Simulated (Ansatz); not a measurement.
C$_{2}$H$_{8}$BN, SMILES `CBCN`. The species carries charge 0 and has multiplicity 1. The structure was optimised at the PBE0-D4/def2-TZVP level. It is one conformer, not always the lowest.

```xyz
12

C    -0.521    1.272    1.281
B    -0.234   -0.106    0.613
C     0.344   -0.216   -0.826
N     0.843   -1.518   -1.227
H    -0.395    2.139    0.629
H     0.184    1.380    2.118
H    -1.512    1.308    1.744
H    -0.496   -1.113    1.220
H    -0.499    0.166   -1.447
H     1.128    0.543   -0.963
H     0.933   -1.601   -2.231
H     0.225   -2.254   -0.911
```

Task: What is the dipole moment at ωB97M-V/def2-TZVPP? (An estimate is asked.)

Result: Ansatz gave: 1.33 D, with components (-1.02, 0.53, -0.68) D in this frame, pointing from negative to positive charge.

Task: And with PBE, r2SCAN, B3LYP? (Estimate.)

Result: Ansatz gave: PBE 1.29 D, r2SCAN 1.31 D, B3LYP 1.31 D.

Task: Give the Mulliken charges with ωB97M-V, B3LYP, PBE in def2-TZVPP. (Estimate.)

Result: The calculation gave: 
| atom | ωB97M-V | B3LYP | PBE |
| --- | --- | --- | --- |
| C1 | -0.35 | -0.31 | -0.33 |
| B2 | -0.03 | 0.03 | 0.05 |
| C3 | -0.11 | -0.06 | -0.10 |
| N4 | -0.29 | -0.34 | -0.34 |
| H5 | 0.09 | 0.08 | 0.09 |
| H6 | 0.11 | 0.09 | 0.10 |
| H7 | 0.11 | 0.10 | 0.11 |
| H8 | 0.05 | 0.00 | -0.01 |
| H9 | 0.10 | 0.07 | 0.08 |
| H10 | 0.10 | 0.09 | 0.09 |
| H11 | 0.10 | 0.12 | 0.13 |
| H12 | 0.11 | 0.13 | 0.14 |

B3LYP here is the variant with VWN-RPA as its local correlation; programs differ in this.
